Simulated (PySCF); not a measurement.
C₃H₁₁BF₂P₂.
SMILES with atom numbers: `[CH3:1][B-:2]([CH3:3])([CH3:4])[P+:5]([F:6])([F:7])[PH2:8]` (hydrogens: H9, H10, H11 on C1; H12, H13, H14 on C3; H15, H16, H17 on C4; H18, H19 on P8)

Method: PySCF, PBE0-D3(BJ)/def2-SVP geometry optimisation, gas phase; density fitting, grid level 1; the optimiser is geomeTRIC in internal coordinates, started from a GFN2-xTB structure with every atom displaced at random (about 0.01 Å).

Step 0: E = -27950.0632 eV
```
atom  x, y, z in Å  |  force x, y, z in eV/Å
C1     -1.1539    1.6250    0.0740   -0.356   1.028   0.523
B2     -0.6666    0.1201    0.0596    0.404  -0.769  -0.181
C3     -1.0015   -0.7305   -1.2773    0.282   0.270   0.538
C4     -0.7444   -0.6790    1.4505   -0.940   0.169   0.116
P5      1.3792    0.4022   -0.1041    0.118   1.635   0.335
F6      1.8990    1.3757    1.0793   -0.280  -0.712   0.114
F7      1.7204    1.4631   -1.2565   -0.222  -0.335  -0.473
P8      3.1497   -0.8911   -0.3030    0.136   0.305   0.155
H9     -0.7687    2.2311    0.9203   -0.004  -0.148  -0.164
H10    -2.2607    1.6848    0.1773    0.219  -0.346  -0.009
H11    -0.9356    2.1781   -0.8404    0.145   0.191  -0.355
H12    -0.6821   -0.2029   -2.1715    0.021   0.228  -0.590
H13    -2.0759   -0.9154   -1.3655   -0.300   0.002   0.043
H14    -0.5030   -1.6977   -1.2691    0.119  -0.565  -0.080
H15    -0.2901   -1.6653    1.4224    0.328  -0.514   0.069
H16    -0.3546   -0.1128    2.2995    0.246   0.089   0.300
H17    -1.8173   -0.8602    1.7025    0.298   0.100  -0.210
H18     2.6079   -1.7136    0.7093   -0.035  -0.300   0.345
H19     2.4641   -1.6082   -1.2987   -0.180  -0.328  -0.475
```

Step 1: E = -27950.2954 eV
```
atom  x, y, z in Å  |  force x, y, z in eV/Å
C1     -1.1564    1.6536    0.0776   -0.183   0.029  -0.008
B2     -0.5796    0.1353    0.0549    0.415   0.100  -0.042
C3     -0.9060   -0.7293   -1.2782    0.127   0.022  -0.015
C4     -0.6829   -0.6796    1.4531   -0.112   0.004   0.081
P5      1.3506    0.5171   -0.1000   -0.030   0.128  -0.066
F6      1.9076    1.3820    1.1228   -0.076  -0.055  -0.032
F7      1.7101    1.5051   -1.3094   -0.087  -0.171   0.131
P8      2.9849   -0.9497   -0.2949   -0.016  -0.109  -0.003
H9     -0.8084    2.2612    0.9280    0.012  -0.003   0.024
H10    -2.2538    1.5812    0.1745   -0.031  -0.018   0.011
H11    -0.9630    2.2237   -0.8455    0.005  -0.012  -0.006
H12    -0.6335   -0.2087   -2.2113   -0.072  -0.006  -0.059
H13    -1.9907   -0.9273   -1.3284    0.009   0.031   0.043
H14    -0.4042   -1.7127   -1.2896   -0.063  -0.028  -0.010
H15    -0.1928   -1.6690    1.4404    0.024   0.031   0.017
H16    -0.3184   -0.1183    2.3305    0.027  -0.049  -0.016
H17    -1.7526   -0.8794    1.6452   -0.001   0.022  -0.046
H18     2.4026   -1.7381    0.7489    0.025   0.045  -0.004
H19     2.2524   -1.6437   -1.3101    0.024   0.039  -0.001
```

Problem. Estimate the geometry and energy of step 2. (The exact step hangs on the optimiser's Hessian estimate; all steps are aligned on step 1, rigid shifts and turns removed.)

Solution. E = -27950.3099 eV, largest force 0.316 eV/Å
```
atom  x, y, z in Å  |  force x, y, z in eV/Å
C1     -1.1662    1.6521    0.0792   -0.108  -0.001   0.005
B2     -0.5599    0.1424    0.0514    0.298   0.102  -0.034
C3     -0.8974   -0.7195   -1.2819    0.060   0.000  -0.025
C4     -0.6747   -0.6736    1.4496   -0.092  -0.027   0.030
P5      1.3578    0.5126   -0.0996   -0.062   0.050  -0.022
F6      1.9086    1.3786    1.1231   -0.017  -0.014  -0.016
F7      1.7163    1.4866   -1.3145   -0.022  -0.056   0.045
P8      2.9882   -0.9630   -0.2878   -0.033  -0.019   0.010
H9     -0.8278    2.2617    0.9330    0.004  -0.007  -0.001
H10    -2.2626    1.5564    0.1779    0.011  -0.021   0.002
H11    -0.9837    2.2279   -0.8426    0.003  -0.003   0.000
H12    -0.6477   -0.2038   -2.2251   -0.034  -0.004  -0.001
H13    -1.9845   -0.9058   -1.3063   -0.019   0.009   0.026
H14    -0.4114   -1.7106   -1.3030   -0.032  -0.014  -0.006
H15    -0.1846   -1.6624    1.4402    0.010  -0.002   0.011
H16    -0.3137   -0.1187    2.3315    0.014  -0.010  -0.005
H17    -1.7475   -0.8688    1.6265    0.003   0.006  -0.018
H18     2.4021   -1.7378    0.7615    0.011   0.001   0.002
H19     2.2547   -1.6509   -1.3045    0.006   0.007  -0.001
```

The energy changes by -0.0144 eV. The first-order estimate −F·Δx gives -0.0194 eV and the mean of the old and new forces, exact on a quadratic surface, -0.0146 eV. The step makes an angle of 65° with the force vector and moves no atom by more than 0.031 Å.

The cost below is that of the whole optimisation. The run took 1.9 min wall on one thread, Arm Neoverse V2 (aarch64), on a shared host, and the process peaked at 0.73 GiB of memory.
